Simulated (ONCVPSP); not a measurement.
**Ranking ONCV potentials for Mg**

All share these settings but for the change named:

```
Element                 : magnesium
Generator               : ONCVPSP 4.0.1
Type                    : optimised norm-conserving Vanderbilt (ONCV)
Functional              : PBEsol
Relativity              : scalar-relativistic
Frozen core             : [He]
Valence charge          : 10
Reference configuration : 2s2 2p6 3s2
Partial waves           : 2s+3s: rc 1.15 bohr, ncon 3, nbas 6, qcut 8.7 1/bohr, 2 projectors; 2p: rc 1.10 bohr, ncon 4, nbas 7, qcut 10.3 1/bohr, 1 projector; d scattering state at 0.11 Ha: rc 1.10 bohr, ncon 4, nbas 8, qcut 8.3 1/bohr, 2 projectors, debl 1.1 Ha
Local potential         : polynomial inside 0.80 bohr (lpopt 5, dvloc0 2 Ha)
Core correction         : Teter function, fcfact 1.75, rcfact 1.75
```

Cutoff: the first of the cutoffs (Ha) at which the residual kinetic energy of the hardest occupied pseudo-wave falls to 1 and 0.1 mHa per electron; the density cutoff is not measured.

The base gives 53 Ha.

Of 8 variants that were run, those that failed, showed a ghost or another fault, or gave nearly equal values are left out.

A variant can come out equal or close to the base.

Rank these variants from softest to hardest (loose cutoff).
A. p: rc 1.48
B. p: qcut 13.7
C. p: qcut 5.7
D. p: nbas 9

A (39 Ha), D (50 Ha), B (68 Ha), C (133 Ha).
